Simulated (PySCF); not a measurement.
**Computed NMR parameters against published values**

Atoms are numbered as in `[CH3:1][C:2](=[O:3])[c:4]1[cH:5][cH:6][cH:7][o:8]1`. Each H is labelled by its parent atom.

No relativistic terms, rapidly exchanging positions averaged, in vacuum, a single conformation. GIAO B97-2/pcSseg-2 shieldings; geometry from PBE0-D3(BJ)/def2-TZVP; PySCF 2.14.0 with density-fitted response routines.

Reference values: estimated from measurements, as parent shift plus tabulated substituent increment (solution, not stated per compound (mostly CDCl3 or CCl4); Pretsch, Buehlmann, Badertscher, Structure Determination of Organic Compounds, 4th ed. (2009)).
| atoms | quantity | reference | computed | computed, scaled |
| --- | --- | --- | --- | --- |
| H(C7) | δ ¹H | 7.60 | 7.56 | 7.24 |
| H(C5) | δ ¹H | 7.19 | 7.51 | 7.18 |
| H(C6) | δ ¹H | 6.54 | 6.73 | 6.45 |

Computed shifts are σ(ref) − σ with the named reference compound (TMS for H and C) calculated as an isolated molecule at the same level. The measured values may be among those fitted. Empirical linear scaling, fitted to shifts measured mostly in CDCl3 for H and C (δ vs TMS): ¹H: δ = 29.81 − 0.938σ (rms 0.14 ppm, 293 shifts, 0.16 ppm with the 4 outliers that the fit left out). Occasional misses reach two or three times the rms, and more in compound classes unlike the fitted ones.

Q: How far are the unscaled ¹H shifts from the references?

A: Mean signed difference +0.16 ppm, mean absolute 0.18 ppm over 3 comparisons; the largest is +0.32 ppm at H(C5) (hydrogen on an aromatic CH).
